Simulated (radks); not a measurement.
The numbers below are computed, except where a source is named.
Neutral palladium, configuration [Kr] 4d9 6s1 (not the ground configuration).

Level of theory: Dirac Kohn-Sham, BLYP, spin-unpolarised, spherical densities, point nucleus; open shells fill j = l - 1/2 first (a radial shooting solver on a logarithmic mesh with Libxc functionals).

Energy parts (Ry):
part                        energy
total                 -10094.54227
kinetic                10544.56111
electron-nucleus      -24443.35082
Hartree                 4093.29146
exchange-correlation    -289.04403

Orbitals (lengths in bohr, moments of r in powers of bohr; r(90%) holds 90 % of the orbital's charge):
1s1/2: occ. 2; eigenvalue (Ry) -1776.069; r(90%) 0.0571
2s1/2: occ. 2; eigenvalue (Ry) -259.7340; r(90%) 0.214
2p1/2: occ. 2; eigenvalue (Ry) -240.9830; r(90%) 0.192
2p3/2: occ. 4; eigenvalue (Ry) -229.2608; r(90%) 0.198
3s1/2: occ. 2; eigenvalue (Ry) -47.27769; r(90%) 0.559
3p1/2: occ. 2; eigenvalue (Ry) -39.87810; r(90%) 0.560
3p3/2: occ. 4; eigenvalue (Ry) -37.83544; r(90%) 0.576
3d3/2: occ. 4; eigenvalue (Ry) -24.72646; r(90%) 0.564
3d5/2: occ. 6; eigenvalue (Ry) -24.31913; r(90%) 0.569
4s1/2: occ. 2; eigenvalue (Ry) -6.83616; r(90%) 1.37
4p1/2: occ. 2; eigenvalue (Ry) -4.54804; r(90%) 1.51
4p3/2: occ. 4; eigenvalue (Ry) -4.21845; r(90%) 1.56
4d3/2: occ. 4; eigenvalue (Ry) -0.82963; r(90%) 2.36
4d5/2: occ. 5; eigenvalue (Ry) -0.79442; r(90%) 2.40
6s1/2: occ. 1; eigenvalue (Ry) -0.09803; r(90%) 12.4

The highest occupied level is 6s1/2 at -1.334 eV. Summed over all electrons, <r^2> = 121.4 bohr^2, which gives a Langevin (diamagnetic) susceptibility term of -96.2 x 10^-6 cm^3/mol. The density falls to 0.001 e/bohr^3 at r = 3.69 bohr.
